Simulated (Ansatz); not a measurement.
This geometry of BH4NO2 + FH (10 atoms, charge 0, multiplicity 1) is a first-order saddle point.

Method: Ansatz, RKS PBE/def2-SVP.

```xyz
10
Properties=species:S:1:pos:R:3
B 0.055 -0.139 0.248
N -0.055 0.060 1.785
H -0.846 -0.404 2.242
H 0.818 -0.147 2.284
O 1.344 -0.420 -0.148
H 1.378 -0.506 -1.117
O -1.026 -0.596 -0.493
H -1.812 -0.034 -0.382
F -0.218 1.740 0.271
H -0.192 1.246 1.337
```

(1) Which two structures does it join? (They come from a converged band through this point; their orientation in space is the band's.)

(2) How far does it lie above each of them?

Answers

(1) Bonds broken: F9–H10. Bonds formed: B1–F9, N2–H10. BH4NO2 + FH becomes BFH5NO2.

Image 0:

```xyz
10
Properties=species:S:1:pos:R:3
B 0.256 -0.411 0.213
N 0.168 0.063 1.612
H -0.617 -0.335 2.140
H 1.029 -0.032 2.162
O 1.433 -0.975 -0.203
H 1.418 -1.110 -1.168
O -0.797 -0.223 -0.635
H -1.374 0.492 -0.268
F -1.407 1.915 0.874
H -0.664 1.415 1.300
```

Image 8:

```xyz
10
Properties=species:S:1:pos:R:3
B 0.034 0.219 0.098
N -0.046 0.147 1.818
H -0.362 -0.791 2.096
H 0.893 0.307 2.210
O 1.257 -0.470 -0.133
H 1.190 -0.920 -0.991
O -1.143 -0.418 -0.397
H -1.735 0.267 -0.753
F 0.048 1.612 -0.125
H -0.692 0.847 2.206
```

(2) 0.60 eV above the first and 1.05 eV above the second. This is the barrier of this one path; another mechanism may lie lower. The orbitals stay closed-shell, which can raise the energy where a bond breaks towards radicals; this wasn't checked here.

Run time: 2.5 min on 2 threads of Arm Neoverse V2 (shared host), peak memory 0.12 GiB.
